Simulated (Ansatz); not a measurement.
Reaction (silylene formation by 1,1-elimination): `C[Si](N)([SiH3])Cl` → `C[Si]Cl` + `N[SiH3]`

Computed with Ansatz on PBE0-D4/def2-TZVP structures; ΔE is electronic, products minus reactants. CBS: MP2 limit from def2 TZ/QZ plus the TZ coupled-cluster correction, frozen cores. This one scheme is used for every species. DFT in def2-TZVPP. Each species was taken in one conformer, which may not be the lowest.

`C[Si](N)([SiH3])Cl`:

Z-matrix (Å, degrees):
```
C
Si 1 1.859
H 1 1.092 2 110.7
H 1 1.093 2 110.3 3 119.2
H 1 1.092 2 110.5 3 -120.6
N 2 1.710 1 108.6 3 -178.1
Si 2 2.338 1 115.4 3 60.0
Cl 2 2.092 1 106.3 3 -56.0
H 6 1.009 2 119.8 1 42.5
H 6 1.008 2 120.1 1 -174.0
H 7 1.489 2 111.0 1 54.2
H 7 1.489 2 109.4 1 173.8
H 7 1.487 2 110.4 1 -66.5
```

`C[Si]Cl`:

```xyz
6

C    -0.117   -0.464    0.364
Si    0.448    0.008   -1.374
Cl    0.370    2.089   -1.160
H     0.563   -0.040    1.111
H    -0.156   -1.549    0.493
H    -1.109   -0.044    0.566
```

`N[SiH3]`:

Z-matrix (Å, degrees):
```
Si
N 1 1.720
H 1 1.486 2 107.9
H 1 1.494 2 116.0 3 -120.3
H 1 1.486 2 107.9 3 119.4
H 2 1.007 1 119.6 3 -168.6
H 2 1.007 1 119.6 3 49.2
```

| level | ΔE (kcal/mol) | difference from CCSD(T)/CBS |
| --- | --- | --- |
| revPBE-D4 | 51.5 | 1.0 |
| BLYP-D4 | 46.5 | -4.0 |
| B2PLYP | 47.3 | -3.2 |
| PBE-QIDH | 54.3 | 3.8 |
| r2SCAN | 53.9 | 3.4 |
| r2SCAN0 | 54.5 | 4.0 |
| CAM-B3LYP | 47.4 | -3.1 |
| LC-ωPBE | 54.7 | 4.2 |
| HF/def2-SVP | 44.9 | -5.6 |
| MP2/def2-SVP | 51.1 | 0.6 |
| CCSD(T)/CBS | 50.5 | 0 |

Largest T1 diagnostic among the species: 0.012.

From PBE to PBE0 (25 % exact exchange), in def2-TZVPP and without D4, ΔE moves by +2.7 kcal/mol. At CCSD(T), def2-SVP lies −3.1 kcal/mol from the extrapolated value and def2-TZVPP −1.1 kcal/mol.

CCSD(T)/CBS has its own doubt, a few kJ/mol and more with outer-core shells, so smaller differences from it don't rank the levels.
